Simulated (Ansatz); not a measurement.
# Ligand exchange: C2H4ClF + BH2I → C2H4FI + BH2Cl

Species: C2H4ClF (1-chloro-2-fluoroethane) `FCCCl`, singlet; BH2I `BI`, singlet; C2H4FI (1-fluoro-2-iodoethane) `FCCI`, singlet; BH2Cl `BCl`, singlet. The partners trade Cl for I: C–Cl and B–I bonds give way to C–I and B–Cl.

Shapes, held fixed at every level: PBE0-D4/def2-TZVP. Flexible molecules stand in one conformer, not always the lowest. Programs: Ansatz 0.2.0. The zero-point and thermal change to 298 K, harmonic and unscaled (PBE0-D4/def2-TZVP), is +0.5 kJ/mol.

```json
{"level": "HF/def2-SVP", "kind": "Hartree–Fock", "ΔH(298 K) (kJ/mol)": "-44.5", "less CCSD(T)/def2-TZVPP": "+1.2", "CPU time (sum over the molecules)": "–"}
{"level": "r2SCAN-D4/def2-TZVPP", "kind": "meta-GGA", "ΔH(298 K) (kJ/mol)": "-43.0", "less CCSD(T)/def2-TZVPP": "+2.7", "CPU time (sum over the molecules)": "24 s"}
{"level": "B3LYP-D4/def2-TZVPP", "kind": "global hybrid", "ΔH(298 K) (kJ/mol)": "-45.5", "less CCSD(T)/def2-TZVPP": "+0.2", "CPU time (sum over the molecules)": "17 s"}
{"level": "BHLYP-D4/def2-TZVPP", "kind": "global hybrid", "ΔH(298 K) (kJ/mol)": "-45.0", "less CCSD(T)/def2-TZVPP": "+0.7", "CPU time (sum over the molecules)": "15 s"}
{"level": "PBE0-D4/def2-TZVPP", "kind": "global hybrid", "ΔH(298 K) (kJ/mol)": "-41.3", "less CCSD(T)/def2-TZVPP": "+4.4", "CPU time (sum over the molecules)": "14 s"}
{"level": "r2SCAN0-D4/def2-TZVPP", "kind": "global hybrid", "ΔH(298 K) (kJ/mol)": "-41.9", "less CCSD(T)/def2-TZVPP": "+3.8", "CPU time (sum over the molecules)": "20 s"}
{"level": "wB97M-V/def2-TZVPP", "kind": "range-separated hybrid", "ΔH(298 K) (kJ/mol)": "-45.3", "less CCSD(T)/def2-TZVPP": "+0.4", "CPU time (sum over the molecules)": "40 s"}
{"level": "CCSD(T)/def2-TZVPP", "kind": "coupled cluster or CI", "ΔH(298 K) (kJ/mol)": "-45.7", "less CCSD(T)/def2-TZVPP": "0.0", "CPU time (sum over the molecules)": "4 min"}
```

The highest level, CCSD(T)/def2-TZVPP, gives ΔH(298 K) = -45.7 kJ/mol; the levels span -45.7 to -41.3. The column of differences is taken from that level and isn't an error. No measured value is set beside it here. For atoms past krypton def2 sets carry core potentials with scalar relativity. Correlated rows may include outer-core shells of I, which these sets cover unevenly. Times are processor times on shared x86 and Arm servers, and rough.
